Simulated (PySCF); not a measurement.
All values below come from PBE-D3(BJ)/def2-TZVP // PBE0-D4/def2-TZVP (PySCF). All species are isolated molecules in the gas phase. One relaxed conformer stands for a flexible species; it need not be the lowest. Excitations are Tamm–Dancoff values on a coarser integration grid. The basis has no diffuse functions, so Rydberg states are missing or too high.

Reference species (SMILES): `Cl[SiH2]Cl` (neutral, multiplicity 1).

```yaml
LUMO: -0.89 eV
T1 excitation (TDA): 6.63 eV
HOMO: -7.72 eV
S1 excitation (TDA): 6.94 eV
```

Changed species: `C=C[SiH2]Cl` (C–C–Si–Cl torsion 119°) (X = vinyl; the reference has X = chloro).

Question: What does the change do to the LUMO, T1 excitation (TDA), HOMO and S1 excitation (TDA)?

Answer: the LUMO decreases by 1.03 eV, to -1.92 eV; the T1 excitation (TDA) decreases by 2.27 eV, to 4.36 eV; the HOMO increases by 0.50 eV, to -7.22 eV; the S1 excitation (TDA) drops by 1.39 eV, to 5.55 eV.
